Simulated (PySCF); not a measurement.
An unknown is described by computed data only.

Elements present: C, H, N, O and Si. Monoisotopic mass: 77.0297 u.

* Rotational structure: rotational constants A, B, C: 19.558, 3.069, 2.835 GHz [PBE0-D3(BJ)/def2-SVP]
* UV, strongest line: among the 10 lowest singlet transitions: S8 at 8.28 eV (150 nm, f = 0.042) [TDDFT PBE0/def2-SVPD]
* XPS: Si2p3/2 107.3, C1s 292.3, N1s 404.8, O1s 537.8, Si1s 1847.3 eV [ΔSCF SCAN, pcX-2 on the ionised atom, pcseg-1 elsewhere, spin-free X2C, 2p3/2 from a spin–orbit splitting computed afterwards within the 2p shell]
* Triplet: lowest triplet excitation (Tamm–Dancoff): 6.50 eV [TDA PBE0/def2-SVPD]
* NMR, other nuclei: isotropic shieldings of nuclei other than C and H, by class: 238 (1 N), 306 (1 O), 380 (1 Si) ppm [GIAO PBE0/pcSseg-1]
* 13C NMR: chemical shifts (computed TMS as zero) by class: 50.0 (1 C) ppm [GIAO PBE0/pcSseg-1]
* UV, first state: lowest singlet excitation: 6.90 eV (180 nm, f = 0.041) [TDDFT PBE0/def2-SVPD]
* Polarisability: 52.9 au [PBE0/def2-SVPD]

Gas-phase values; electronic properties from PySCF, density fitting. Levels stand in brackets. Isolated species at its PBE0-D3(BJ)/def2-SVP geometry (one conformer only). Each NMR value is the plain mean over a class of atoms that symmetry, rotation or inversion makes alike.

Task: Which formula fits the mass and the elements?

Result: CH7NOSi (calculated 77.0297). No other formula that holds each of these elements comes within 0.0003 u with a fitting electron parity and a possible valence count.

Task: Give a SMILES that accounts for the data.

Result: Numbering: `[CH3:1][O:2][SiH2:3][NH2:4]`. Its formula, CH7NOSi, gives 0 degrees of unsaturation, so no ring and no π bond. The one carbon: methoxy carbon [C1] (50.0 ppm). The other shieldings belong to: 238 ppm, silicon-bound nitrogen [N4]; 306 ppm, silyl ether oxygen [O2]; 380 ppm, oxygen-bound silicon [Si3]. The core levels belong to: Si2p3/2 107.3 eV, oxygen-bound silicon [Si3]; C1s 292.3 eV, methoxy carbon [C1]; N1s 404.8 eV, silicon-bound nitrogen [N4]; O1s 537.8 eV, silyl ether oxygen [O2]; Si1s 1847.3 eV, oxygen-bound silicon [Si3]. By its constants the optimised geometry is an asymmetric top. Structure: `CO[SiH2]N`. Computed isomers that give other values at the same levels: `CN[SiH2]O` (rotational constant A: 13.500 GHz; this holds for the one conformer computed); `NC[SiH2]O` (13C chemical shifts (computed TMS as zero) by class: 28.1 (1 C) ppm). The assignments are read from this structure; whether some other isomer fits the data as well wasn't checked.

The values belong to the conformer `[CH3:1][O:2][SiH2:3][NH2:4]`: C1–O2–Si3–N4 175°, H–N4–Si3–O2 75°, H–N4–Si3–O2 -68°.
